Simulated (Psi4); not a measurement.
Psi4 input (wB97X-D/6-311+G**):

```
memory 1500 MB

molecule {
-1 1
C    -0.00000000   -0.00000000   -2.03845764
C    -0.00000000   -0.00000000   -0.79131676
C     0.00000000    0.00000000    0.56764548
C     0.00000000    0.00000000    1.78765060
H     0.00000000    0.00000000    2.84686993
symmetry c1
no_reorient
no_com
}

set {
  basis 6-311+G**
  reference rks
  scf_type pk
  dft_radial_points 99
  dft_spherical_points 590
  e_convergence 1e-8
  d_convergence 1e-7
  maxiter 150
}

e = energy('wb97x-d')
print_out(f'\nFINAL {e:.10f} DIPOLE {variable("CURRENT DIPOLE")[0]:.6f} {variable("CURRENT DIPOLE")[1]:.6f} {variable("CURRENT DIPOLE")[2]:.6f}\n')
```

From the output:

```
    One-Electron Energy =                -349.3578450314870452
    Two-Electron Energy =                 141.1831298619168535
    DFT Exchange-Correlation Energy =     -15.1902794503884166
    Empirical Dispersion Energy =          -0.0005370815046851
    VV10 Nonlocal Energy =                  0.0000000000000000
    Total Energy =                       -152.8679580806149545

Computation Completed

Properties will be evaluated at   0.000000,   0.000000,   0.000000 [a0]

Properties computed using the SCF density matrix

 Multipole Moments:

 ------------------------------------------------------------------------------------
     Multipole            Electronic (a.u.)      Nuclear  (a.u.)        Total (a.u.)
 ------------------------------------------------------------------------------------

 L = 1.  Multiply by 2.5417464519 to convert [e a0] to [Debye]
 Dipole X            :          0.0000000            0.0000000            0.0000000
 Dipole Y            :         -0.0000000            0.0000000           -0.0000000
 Dipole Z            :          2.4458319            0.0000000            2.4458320
 Magnitude           :                                                    2.4458320

 ------------------------------------------------------------------------------------

FINAL -152.8679580806 DIPOLE 0.000000 -0.000000 2.445832

*** Psi4 exiting successfully. Buy a developer a beer!
```

The dipole moment of an ion depends on the origin.

The geometry given is a B3LYP-D3(BJ)/def2-TZVP minimum.
